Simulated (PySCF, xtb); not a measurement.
Ti(Cl)2(OSiH3) (Cl₂H₃OSiTi), SMILES [Cl][Ti+]([Cl])[O][SiH3], charge +1, multiplicity 1.

GFN2-xTB (xtb) at its own geometry gives an orbital gap of 1.75 eV.

Geometry: PBE0-D3(BJ)/def2-SVP. The multiplicity is an assumed one; no other spin state was optimised. The isomer is the one that the SMILES or the coordinates give; other isomers of the formula were not compared. One conformer was computed; it need not be the lowest.

### Question
What does PySCF with PBE/def2-TZVP give? (Estimate from the structure and the level; the computed values follow.)

### Answer
gap 2.76 eV (levels -12.62 and -9.86 eV).
